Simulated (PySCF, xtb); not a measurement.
H3O3Sn, SMILES [OH][Sn+]([OH])[OH], charge +1. The values are those of a single conformer.

Harmonic wavenumbers (cm⁻¹) from GFN2-xTB (xtb) at its own minimum, in rising order: 78, 113, 134, 164, 288, 321, 441, 591, 612, 765, 807, 879, 3304, 3354, 3428.

Q: What does PBE-D3(BJ)/def2-SVP run with PySCF give at its own minimum? (Estimate from the structure and the level; the computed values follow.)

A: 118, 130, 137, 225, 298, 340, 591, 660, 669, 847, 890, 923, 3614, 3619, 3629. Paired by order, the mean absolute difference is 94 cm⁻¹ and the zero-point energies are 21.8 and 23.9 kcal/mol.
